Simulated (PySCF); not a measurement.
Species: C3H5B.
Geometry (PBE0-D3(BJ)/def2-SVP, Å), atoms numbered from 1 in this order:
```xyz
9
C3H5B angstrom
B      1.403   -0.323   -0.110
C     -0.019   -0.261    0.467
C     -1.228   -0.148   -0.483
C     -0.929    0.937    0.130
H      1.634    0.210   -1.174
H      2.300   -0.892    0.473
H     -0.219   -0.752    1.434
H     -1.832   -0.740   -1.162
H     -1.082    1.983    0.375
```

The calculation used core-valence-separated Tamm–Dancoff BHandHLYP/aug-pcX-1 (pcseg-1 on H) in PySCF, non-relativistic, gas phase, PBE0-D3(BJ)/def2-SVP geometry. No shift to experiment was applied.

The lowest roots of each edge with f over 0.003 (five at most, numbered afresh; weaker and dark ones are left out), with transition dipoles (au) in the frame of the coordinates:

```
root  edge  E (eV)       f       μx       μy       μz
   1     C  283.02  0.1018  -0.0654  -0.0360   0.0954
   2     C  283.03  0.0126  -0.0231  -0.0132   0.0332
   3     C  285.16  0.0383   0.0658  -0.0326   0.0095
   4     C  285.19  0.0090  -0.0292  -0.0126  -0.0166
   5     C  285.99  0.0140   0.0127   0.0188  -0.0384
   6     B  185.31  0.0852   0.0330   0.1154   0.0659
   7     B  190.73  0.0084  -0.0411   0.0098   0.0032
   8     B  191.02  0.0173   0.0062  -0.0312   0.0518
   9     B  191.35  0.0073   0.0087   0.0344   0.0176
  10     B  191.69  0.0049   0.0006   0.0158  -0.0282
```

Question: Molecules are fixed in this frame and the field points along (1, 0, −1)/√2. What effective strengths 3 f cos²θ do the roots have (θ between field and μ)?

Answer: root 1 (C3/C4): 0.269, root 2 (C3/C4): 0.033, root 3 (C3/C4): 0.033, root 4 (C3/C4): 0.002, root 5 (C2): 0.028, root 6 (B1): 0.007, root 7 (B1): 0.014, root 8 (B1): 0.015, root 9 (B1): 0.001, root 10 (B1): 0.006. Root 1 is the strongest. Averaged over all orientations cos²θ is 1/3, which gives f back.

On Intel Xeon Platinum 8488C, one thread, shared host with 96 logical CPUs at a one-minute load of 4.4, this took 5.1 s of wall time and 0.59 GiB of memory at its peak.

One conformer stands for the species.
